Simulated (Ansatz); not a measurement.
Ansatz results at the PBE0-D4/def2-TZVP geometry: ideal-gas entropy at 298 K and 1 bar (rigid rotor, harmonic PBE0-D4/def2-TZVP) 296 J/(mol·K); LUMO energy (PBE0/def2-TZVPP) 1.46 eV; HOMO energy (ωB97M-V/def2-TZVPP) -10.93 eV.

(1) Which molecule gave them?
A. `CCC(C)F`
B. `CC1(F)CO1`
C. `FC(F)=CC(F)F`
D. `C#CF`

## Answers

(1) B. The others give `FC(F)=CC(F)F`: 343, -0.24, -10.64; `CCC(C)F`: 324, 1.28, -11.36; `C#CF`: 229, 1.29, -10.62.
